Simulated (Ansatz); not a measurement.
**From B to In: the atomisation energy (no zero-point term)**

One atom is swapped for its congeners: C6H3B `C#CB(C#C)C#C`; C6H3Al `C#[C][Al]([C]#C)[C]#C`; C6H3In `C#[C][In]([C]#C)[C]#C`. The Ga member is missing. All are singlets with charge 0.

Shapes, held fixed at every level: PBE0-D4/def2-TZVP. Programs: Ansatz 0.2.0. Values in eV.

| level | C6H3B | C6H3Al | C6H3In |
| --- | --- | --- | --- |
| wB97X-V/def2-TZVPP | 51.33 | 48.75 | 46.08 |
| B2PLYP/def2-TZVPP | 51.61 | 48.84 | 45.95 |
| MP2/def2-TZVPP | 52.25 | 49.62 | 46.93 |
| CCSD(T)/def2-SVP | 49.57 | 46.84 | 44.14 |
| CCSD/def2-TZVPP | 48.93 | 46.53 | 43.97 |
| CCSD(T)/def2-TZVPP | 50.12 | 47.67 | 45.15 |

At CCSD(T)/def2-TZVPP the atomisation energy falls at every step, from 50.12 to 45.15 eV. Every level shows the same order. For atoms past krypton def2 sets carry core potentials with scalar relativity. Correlated rows may include outer-core shells of In, which these sets cover unevenly. Spin-orbit coupling, which grows down the group, is left out (summed over each molecule's free atoms 0.02, 0.03, 0.20 eV).
